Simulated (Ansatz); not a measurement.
```yaml
crystal:
  periodic: [false, false, false]
  atoms:
    - {symbol: C, position_ang: [-0.002480, 1.995748, -0.043252]}
    - {symbol: C, position_ang: [0.858614, 0.751894, -0.001536]}
    - {symbol: N, position_ang: [0.149461, -0.447744, -0.388799]}
    - {symbol: C, position_ang: [1.033575, -1.589913, -0.435653]}
    - {symbol: Sn, position_ang: [-1.698888, -0.794000, 0.394215]}
    - {symbol: H, position_ang: [-0.467849, 2.113395, -1.024432]}
    - {symbol: H, position_ang: [0.599544, 2.883120, 0.162545]}
    - {symbol: H, position_ang: [-0.797663, 1.969518, 0.709435]}
    - {symbol: H, position_ang: [1.314010, 0.656115, 1.002174]}
    - {symbol: H, position_ang: [1.700963, 0.880679, -0.697687]}
    - {symbol: H, position_ang: [1.833522, -1.412904, -1.167159]}
    - {symbol: H, position_ang: [0.495569, -2.486365, -0.753122]}
    - {symbol: H, position_ang: [1.523701, -1.813476, 0.528011]}
    - {symbol: H, position_ang: [-2.051070, -2.401324, -0.054746]}
    - {symbol: H, position_ang: [-2.812811, 0.299506, -0.290311]}
    - {symbol: H, position_ang: [-1.701300, -0.626847, 2.104617]}
basis:
  gaussian: {orbitals: ANO-RCC-VTZP, fitting: {mean_field: cc-pVTZ-jkfit}, final_grid: {core_spheres: 8, valence_spheres: 7, degree: 23}}
hamiltonian: {xc: {name: r2SCANh}, dispersion: d3bjatm}
```

```sh
$ ansatz run in.yaml --threads 4 --pin off --events-out ev --progress --plain --max-ram 11315MiB
```

(1) How does Ansatz answer? (Estimate.)

Answers

(1) Computed: The program refused the input.
```
Functional definition: r2SCANh
Error: <dir> the basis set cc-pVTZ-JKFIT has no functions for Sn
```
